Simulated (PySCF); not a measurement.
# Magnetisability: `O=CO[C@H]1C=C(Cl)C(=O)C1`, C6H5ClO3

Cartesian coordinates in Å; atom numbers follow the order of the lines, from 1:
```xyz
15

O     2.875    0.586    1.144
C     2.609    0.670   -0.016
O     1.451    0.381   -0.588
C     0.391   -0.087    0.259
C    -0.640    0.981    0.483
C    -1.865    0.563    0.152
Cl   -3.321    1.432    0.278
C    -1.841   -0.833   -0.362
O    -2.780   -1.512   -0.668
C    -0.375   -1.229   -0.414
H     3.310    1.003   -0.799
H     0.845   -0.386    1.215
H    -0.371    1.948    0.868
H    -0.220   -2.197    0.059
H    -0.071   -1.311   -1.459
```

The calculation used PySCF 2.14.0, GIAO B97-2/pcSseg-1 magnetisability, rotational g tensor and spin-rotation constants, non-relativistic, gas phase. Geometry: GFN2-xTB.

(1) How diamagnetic is it, and how anisotropic?

(2) Split it along the inertial axes a, b, c into diamagnetic and paramagnetic parts about the centre of mass, with the quadrupole moment.

(3) And the rotational g tensor?

## Answers

(1) Isotropic -1261 × 10⁻³⁰ J/T², or -75.9 × 10⁻⁶ cm³/mol; principal values -1443, -1294, -1046 × 10⁻³⁰ J/T², anisotropy 347 × 10⁻³⁰ J/T² (root of half the summed squared differences of the principal values). The susceptibility is in cgs units.

(2) 
```csv
axis,χ (10⁻⁶ cm³/mol),diamagnetic (10⁻⁶ cm³/mol),paramagnetic (10⁻⁶ cm³/mol),summed x² of all electrons (Å²),quadrupole Θ (D Å)
a,-70.6,-592.3,521.7,415.9,-10.99
b,-70.7,-1883.4,1812.7,111.5,+4.94
c,-86.5,-2237.4,2150.9,28.1,+6.04
```
Anisotropies 2χaa − χbb − χcc = +16.1 and 2χbb − χaa − χcc = +15.6 × 10⁻⁶ cm³/mol. Θ is traceless in Buckingham's convention.

(3) 
| axis | rotational constant (GHz) | g | nuclear part | electronic part |
| --- | --- | --- | --- | --- |
| a | 2.4060 | -0.0474 | 0.5423 | -0.5897 |
| b | 0.6209 | -0.0149 | 0.5138 | -0.5288 |
| c | 0.5190 | -0.0088 | 0.5157 | -0.5245 |

Asymmetric top; isotopes 12C, 35Cl, 1H, 16O; no vibrational averaging.
